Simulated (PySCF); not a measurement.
## H3In, SMILES `[InH3]` (charge 0, multiplicity 1)

Calculation: PBE-D3(BJ)/def2-TZVP in PySCF.

* **HOMO**: -6.99 eV
* **dipole moment**: 0.00 D
* **LUMO**: -2.65 eV
* **HOMO–LUMO gap**: 4.34 eV
* **total energy**: -191.8825 Ha
* **cost**: roughly 60 core-seconds

```xyz
4

In     0.0000     0.0000     0.0000
H      1.5330    -0.8155    -0.0093
H     -0.0604     1.7353    -0.0089
H     -1.4726    -0.9198     0.0182
```
Charge 0, spin multiplicity 1.
